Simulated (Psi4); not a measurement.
Pair of molecules, SMILES C#C with SMILES CO (the first has 4 atoms); geometry from B3LYP-D3(BJ)/def2-TZVP, rigid monomers moved along the line of their centres of mass till C2···H10 is 4.22 Å.
(charge 0, multiplicity 1):
```xyz
10

C      0.341     0.380     0.137
C     -0.401    -0.538     0.338
H      0.997     1.195    -0.052
H     -1.057    -1.354     0.523
C      0.258     0.219     5.947
O      1.018    -0.765     5.266
H      0.683     1.223     5.834
H      0.270    -0.041     7.005
H     -0.785     0.243     5.610
H      0.982    -0.576     4.320
```

The numbers are results of SAPT0/jun-cc-pV(D+d)Z in Psi4, not measurements.

Problem. Give the four SAPT terms and the total, and say what mostly holds the pair together.

Solution. electrostatics -0.45, exchange 0.01, induction -0.02, dispersion -0.09, total -0.56 kcal/mol; the largest attraction is electrostatics.
